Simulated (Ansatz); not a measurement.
Program: Ansatz. Geometries: PBE0-D4/def2-TZVP. ΔE: electronic, gas phase. CCSD(T)/CBS is the MP2 limit (def2-TZVPP, def2-QZVPP) plus CCSD(T) − MP2 in def2-TZVPP, frozen cores. Functionals use def2-TZVPP. One conformer a species, not always the lowest.

Consider the substitution at a C–C bond: `COCC=S` + `O[SiH2]O` → `O[SiH2]OC=S` + `COC`.

```tsv
level	ΔE (kJ/mol)	difference from CCSD(T)/CBS
revPBE-D4	2.2	-17.2
r2SCAN-D4	3.7	-15.7
PBE0-D4	7.4	-12.0
r2SCANh-D4	5.6	-13.8
r2SCAN0-D4	8.2	-11.2
PBE-QIDH	12.7	-6.7
PBE	1.2	-18.2
BLYP	-2.7	-22.1
r2SCAN	3.4	-16.0
PBE0	6.7	-12.7
r2SCANh	5.4	-14.0
LC-ωPBE	10.6	-8.8
RPA@PBE/def2-TZVPP	12.4	-7.0
HF/def2-SVP	1.3	-18.1
CCSD/def2-SVP	7.8	-11.6
CCSD/def2-TZVPP	17.7	-1.7
CCSD(T)/CBS	19.4	0
```

Largest T1 diagnostic among the species: 0.016.

At CCSD(T), def2-SVP lies −13.3 kJ/mol from the extrapolated value and def2-TZVPP −2.7 kJ/mol. From PBE to PBE0 (25 % exact exchange), in def2-TZVPP and without D4, ΔE moves by +5.5 kJ/mol.
